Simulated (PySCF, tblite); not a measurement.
One entry of a table of gas-phase calculations, keyed by method. Lists by class give the value and the number of equivalent atoms.

```json
{
 "formula": "C4H12NSi",
 "smiles": "[CH2][C@@](C)(N)C[SiH3]",
 "inchi": "InChI=1S/C4H12NSi/c1-4(2,5)3-6/h1,3,5H2,2,6H3/t4-/m0/s1",
 "charge": 0,
 "multiplicity": 2,
 "geometry_level": "GFN2-xTB",
 "atoms_angstrom": [
  ["C", -0.543, -0.483, 1.434],
  ["C", -0.593, 0.016, 0.043],
  ["C", -1.884, -0.433, -0.652],
  ["N", -0.623, 1.497, 0.079],
  ["C", 0.621, -0.407, -0.796],
  ["Si", 2.358, -0.014, -0.127],
  ["H", -1.452, -0.577, 1.998],
  ["H", 0.382, -0.468, 1.978],
  ["H", -2.753, -0.131, -0.072],
  ["H", -1.899, -1.515, -0.755],
  ["H", -1.95, 0.022, -1.637],
  ["H", 0.202, 1.856, 0.548],
  ["H", -1.441, 1.818, 0.587],
  ["H", 0.514, 0.069, -1.773],
  ["H", 0.555, -1.484, -0.963],
  ["H", 3.313, -0.282, -1.204],
  ["H", 2.486, 1.388, 0.285],
  ["H", 2.697, -0.865, 1.017]
 ],
 "electronic_structure_code": "PySCF",
 "results": {
  "GFN2-xTB geometry": {
   "point_group": "C1",
   "rotational_constants_GHz": [4.645, 1.662, 1.627]
  },
  "GFN2-xTB harmonic vibrations, gas phase": {
   "strongest_ir_bands_cm-1_km_per_mol_modes": [
    [795.6, 176.0, 1],
    [800.8, 249.6, 1],
    [811.9, 334.3, 1],
    [2227.0, 356.6, 1],
    [2245.0, 323.2, 1],
    [2260.0, 254.2, 1]
   ],
   "zpe_kcal_per_mol": 91.0
  },
  "UKS B3LYP, pcH-1 on C H N Si, non-relativistic, mean-field spin-orbit, GIAO": {
   "g_iso": 2.00238,
   "g_tensor": [2.00211, 2.0024, 2.00263],
   "s2": 0.754,
   "a_iso_by_class_MHz": [
    ["13C", 90.4, 1],
    ["1H", -57.1, 2],
    ["13C", -27.3, 1],
    ["1H", -7.4, 2],
    ["13C", 6.4, 1]
   ],
   "spin_populations_mulliken_by_atom": [1.03, -0.07, 0.0, 0.12, 0.0, 0.0, -0.04, -0.04, 0.0, 0.0, 0.0, 0.0, 0.0, 0.0, 0.0, 0.0, 0.0, 0.0]
  }
 }
}
```

The zero-point energy, half the sum of the 48 harmonic wavenumbers, equals 31840 cm⁻¹ or 381 kJ/mol. The rotational constants make it an asymmetric top with κ = (2B − A − C)/(A − C) = -0.98, nearer the prolate limit (−1). g_iso is shifted by about +60 ppm from the free-electron value 2.002319; the principal values span 0.0005.

 In GFN2-xTB open shells enter through the occupations alone, without spin polarisation, so single modes can be far off. Hyperfine couplings depend on the geometry, which wasn't re-optimised at a DFT level. Couplings of like nuclei are plain means over topologically equivalent atoms, as if these changed places fast (by rotation of a methyl-like group, say); in this geometry the members of some sets differ.

Conformer computed: `[CH2:1][C@@:2]([CH3:3])([NH2:4])[CH2:5][SiH3:6]`: C1–C2–C5–Si6 -54°, H–N4–C2–C1 59°, H–N4–C2–C1 -60°.

One conformer stands for the species.
